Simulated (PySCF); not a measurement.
All values below come from B3LYP-D3(BJ)/def2-TZVP // PBE0-D3(BJ)/def2-TZVP (PySCF). Isolated molecules, 0 K electronic values unless said otherwise. One relaxed conformer stands for a flexible species; it need not be the lowest. B3LYP has the VWN-RPA correlation part, as in Gaussian. Excitations are Tamm–Dancoff values on a coarser integration grid. The basis has no diffuse functions, so Rydberg states are missing or too high.

Reference species (SMILES): `[SiH3][Ga]([SiH3])[SiH3]` (neutral, multiplicity 1).

| Property | Value |
|---|---|
| T1 excitation (TDA) | 2.76 eV |
| LUMO | -2.83 eV |

Changed species: `[SiH3][Ga]([SH])[SH]` (S–Ga–S–H torsion -179°, S–Ga–S–H torsion 0°) (2 of 3 SiH3 replaced by SH; the reference has 0 of 3 SiH3 replaced by SH).

Q: Predict the effect on the T1 excitation (TDA) and LUMO.

A: the T1 excitation (TDA) increases by 1.41 eV, to 4.17 eV; the LUMO rises by 1.07 eV, to -1.76 eV.
